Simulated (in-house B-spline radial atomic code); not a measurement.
# Sb⁺: [Kr] 4d10 5s2 5p1 6g1 (an excited or competing configuration)

Method: Dirac-Hartree-Fock, average of configuration, Fermi nucleus of rms radius 4.6802 fm. Calculated with an all-electron radial atomic-structure program (B-spline basis).

Screening seen three ways: the hydrogenic charge with the same mean radius, Z_r = [3n² - l(l+1)]/(2<r>), the one with the same energy, Z_e = n√(-2ε), and Slater's rules. Values are occupation-weighted means over j. An effective charge above Z reflects the relativistic contraction of the inner shells.

```json
{"shell": "1s", "electrons": "2", "ε (eV)": "-30685", "<r> (bohr)": "0.02841", "Z_r": "52.79", "Z_e": "47.49", "Slater": "50.70"}
{"shell": "2s", "electrons": "2", "ε (eV)": "-4777.9", "<r> (bohr)": "0.122", "Z_r": "49.17", "Z_e": "37.48", "Slater": "46.85"}
{"shell": "2p", "electrons": "6", "ε (eV)": "-4289.2", "<r> (bohr)": "0.107", "Z_r": "46.74", "Z_e": "35.51", "Slater": "46.85"}
{"shell": "3s", "electrons": "2", "ε (eV)": "-991.22", "<r> (bohr)": "0.3285", "Z_r": "41.09", "Z_e": "25.61", "Slater": "39.75"}
{"shell": "3p", "electrons": "6", "ε (eV)": "-827.19", "<r> (bohr)": "0.327", "Z_r": "38.22", "Z_e": "23.39", "Slater": "39.75"}
{"shell": "3d", "electrons": "10", "ε (eV)": "-574.99", "<r> (bohr)": "0.3044", "Z_r": "34.49", "Z_e": "19.50", "Slater": "29.85"}
{"shell": "4s", "electrons": "2", "ε (eV)": "-193.45", "<r> (bohr)": "0.793", "Z_r": "30.26", "Z_e": "15.08", "Slater": "23.25"}
{"shell": "4p", "electrons": "6", "ε (eV)": "-140.6", "<r> (bohr)": "0.8547", "Z_r": "26.91", "Z_e": "12.86", "Slater": "23.25"}
{"shell": "4d", "electrons": "10", "ε (eV)": "-61.007", "<r> (bohr)": "1.019", "Z_r": "20.60", "Z_e": "8.47", "Slater": "11.85"}
{"shell": "5s", "electrons": "2", "ε (eV)": "-31.346", "<r> (bohr)": "2.139", "Z_r": "17.53", "Z_e": "7.59", "Slater": "7.00"}
{"shell": "5p", "electrons": "1", "ε (eV)": "-22.717", "<r> (bohr)": "2.531", "Z_r": "14.42", "Z_e": "6.46", "Slater": "7.00"}
{"shell": "6g", "electrons": "1", "ε (eV)": "-1.5123", "<r> (bohr)": "21.98", "Z_r": "2.00", "Z_e": "2.00", "Slater": "-"}
```

The least bound orbital is 6g7/2 at -1.512 eV, and it is also the most diffuse (<r> = 21.98 bohr).

Spin-orbit splittings of the orbital energies (j = l + 1/2 above j = l - 1/2 when positive): 2p 252.9 eV, 3p 48 eV, 3d 9.835 eV, 4p 8.953 eV, 4d 1.346 eV, 5p 0.8152 eV, 6g -5.364e-06 eV.

For the 1s electron the small component carries 3.52 % of the norm, the zero-frequency Breit interaction raises the level by 72.2 eV, self-energy by 41.04 eV, and vacuum polarisation lowers it by 5.489 eV.
